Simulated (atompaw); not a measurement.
## Gd: one change to a PAW (atompaw) potential, before and after

* Element: Gd (Z = 64)
* Generator: atompaw 4.2.0.5
* Type: PAW
* Functional: PBE
* Relativity: scalar-relativistic
* Frozen core: [Kr] 4d10
* Valence charge: 18
* Reference configuration: 4f7 5s2 5p6 5d1 6s2 6p0
* Partial waves: 5s (bound); 6s (bound); 5p (bound); 6p (bound, empty); 5d (bound); 5d channel at 1.2 Ry; 4f (bound); 4f channel at -0.1 Ry
* Local potential: troulliermartins scheme with l = 4 at 1 Ry, radius 2.20 bohr
* Core correction: smooth core density matched at 1.85 bohr
* Augmentation charge: sinc compensation charge, radius 1.95 bohr; PAW radius 2.60 bohr; waves and projectors: bloechl

Change: all radii scaled by about 0.76 (s 1.84, p 1.60, d 1.98, f 0.58 bohr); local potential troulliermartins scheme with l = 4 at 1 Ry, radius 1.68 bohr; augmentation sinc compensation charge, radius 1.50 bohr; PAW radius 1.98 bohr; waves and projectors: bloechl; core correction smooth core density matched at 1.42 bohr.

Cutoffs: the cutoffs (Ry, on a coarse ladder) from which the occupation-weighted sum of valence levels, in a spherical-Bessel basis at the reference potential, stays within 10 and 1 mRy of its value at 400 Ry; they do not see the model core or the augmentation charge, which bear on the density cutoff.

What does the change do?

The potential gets harder (45 Ry and 55 Ry → 80 Ry and 90 Ry); neither file shows a bound ghost. A smaller radius makes the pseudo-wave follow the all-electron one further in, where it bends more sharply, so more plane waves are needed.

| quantity | base | changed |
| --- | --- | --- |
| cutoff, loose | 45 Ry | 80 Ry |
| cutoff, tight | 55 Ry | 90 Ry |
| loose cutoff by channel (10 mRy a level) | s 18 Ry, p 21 Ry, d 21 Ry, f 35 Ry | s 40 Ry, p 30 Ry, d 18 Ry, f 70 Ry |
| bound ghosts | none | none |
| lowest overlap eigenvalue by channel | s 0.37, p 0.60, d 0.75, f 1.00 | s 0.28, p 0.45, d 0.01, f 1.00 |

 The cutoffs see the waves, projectors and local potential, not the compensation charge or the core.
